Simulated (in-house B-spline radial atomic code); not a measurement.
A fraction x of an electron is removed from 3p in K, starting from [Ar] 4s1 and keeping the highest spin. Level of theory: non-relativistic LDA exchange-only, spin-polarised, spherical fractional occupations, point nucleus; calculated with an all-electron radial atomic-structure program (B-spline basis).

```
   x  E(x) - E(0) (eV)  3p down level (eV)
   0            0.0000             -17.430
0.08            1.4284             -18.282
0.17            3.1177             -19.263
0.37            7.1938             -21.513
0.49                 ?                   ?
 0.5                 ?                   ?
0.54           11.0183             -23.492
0.74           15.9551             -25.888
0.83           18.3343             -26.987
0.91           20.5328             -27.975
   1           23.1010             -29.098
```

Problem. What belongs in the row x = 0.49?

Solution. An energy change of 9.8584 eV; 3p down at -22.904 eV.

Problem. What belongs in the row x = 0.5?

Solution. An energy change of 10.0881 eV; 3p down at -23.021 eV.

Problem. Check Janak's theorem between x = 0.08 and 0.17.

Solution. The slope of the energy is 18.77 eV; the orbital levels give 18.77 eV (-ε of the emptying orbital, averaged over the two points).
